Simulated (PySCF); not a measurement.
A structure optimised at PBE-D3(BJ)/def2-SVP, used in a PySCF frequency run:

```xyz
9

Si    -0.0964    -0.1882    -0.8311
Cl     0.8374     1.5216    -1.5617
Br     0.6605    -0.6518     1.2243
C     -1.9371     0.1002    -0.7837
C     -2.7026     0.0007     0.3200
H      0.3045    -1.3181    -1.7270
H     -2.4099     0.3764    -1.7455
H     -2.2693    -0.2646     1.2999
H     -3.7904     0.1826     0.2905
```

### Question
Write its SMILES and formula.

### Answer
C=C[SiH](Cl)Br, C2H4BrClSi

### Question
What are its rotational constants (standard atomic weights)?

### Answer
2.1156, 1.4008, 0.91062 GHz
